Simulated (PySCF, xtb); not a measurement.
CH5AlS2, SMILES [SH][Al]([CH3])[SH]. One conformer was computed; it need not be the lowest.

Harmonic wavenumbers (cm⁻¹) from GFN2-xTB (xtb 6.7.1) at its own minimum, in rising order: 26, 97, 102, 148, 153, 174, 384, 471, 514, 525, 559, 622, 670, 1289, 1431, 1439, 2365, 2377, 2929, 2937, 2943.

What does PBE0-D3(BJ)/def2-SVP run with PySCF 2.14.0 give at its own minimum? (The exact figures need the calculation; the answer reports its results.)

8, 141, 141, 175, 183, 262, 393, 530, 587, 637, 655, 707, 733, 1212, 1418, 1422, 2720, 2723, 3051, 3151, 3165. Paired by order, the mean absolute difference is 100 cm⁻¹ and the zero-point energies are 31.7 and 34.3 kcal/mol.
